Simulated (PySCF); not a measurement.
Bonds (- single, = double, # triple, : aromatic): O1=C2, C2-Si3, C2-O4, O4-Si5, Si5-Si6, Si5-C7, C7-F8, C7-F9. Si3 carries H10, H11, H12; Si5 carries H13; Si6 carries H14, H15, H16; C7 carries H17. Stereochemistry as in O=C([SiH3])O[Si@H]([SiH3])C(F)F.

[PySCF 2.14.0 with density-fitted response routines: GFN2-xTB geometry; σ from GIAO-PBE0/pcSseg-1; one conformer; fast rotation and ring inversion assumed for equivalent nuclei; in vacuum; non-relativistic]

References, each an isolated molecule treated in the same way: TMS for ¹³C, ¹H, ²⁹Si; H2O for ¹⁷O; ¹⁹F vs CFCl3.

```
      atoms  nucleus  count  Hirshfeld charge  δ (ppm)
        Si6     ²⁹Si      1              0.21   -117.8
         O1      ¹⁷O      1             -0.21    529.9
H14/H15/H16       ¹H      3             -0.07        ?
         C2      ¹³C      1              0.13    190.9
         F8      ¹⁹F      1             -0.12   -154.4
        Si3     ²⁹Si      1              0.33    -82.6
         C7      ¹³C      1              0.06        ?
        H13       ¹H      1             -0.07     5.06
        H17       ¹H      1              0.05     6.75
         F9      ¹⁹F      1             -0.12   -150.7
H10/H11/H12       ¹H      3             -0.06        ?
        Si5     ²⁹Si      1              0.33    -16.4
         O4      ¹⁷O      1             -0.19        ?
```

Estimate the values marked ?.

Results:


- C7: 128.3 ppm, sp3 CH bonded to 2 F and Si; 2 electronegative neighbours deshield it
- H10/H11/H12: 4.15 ppm, hydrogen on a silicon bonded to C
- H14/H15/H16: 3.87 ppm, hydrogen on a silicon bonded to Si
- O4: 238.8 ppm, oxygen bonded to C, Si

Shifts are as computed. Against solution values, carbons near 30 ppm lie about +3 ppm off and those near 130 ppm about +5 ppm. Of 1211 compounds with measured shifts, 218 miss one by over three times the rms of a fit or turn the order of signals round; such compounds aren't used in these exercises. Unscaled 19F shifts against computed CFCl3 carry errors that often reach 10 to 50 ppm. Unscaled 17O shifts of doubly bonded oxygen tend to come out too high, by tens of ppm or more. Experimental scales use liquid or dissolved standards, which lie at an offset from isolated H2O (liquid H2O: subtract about 36 ppm).
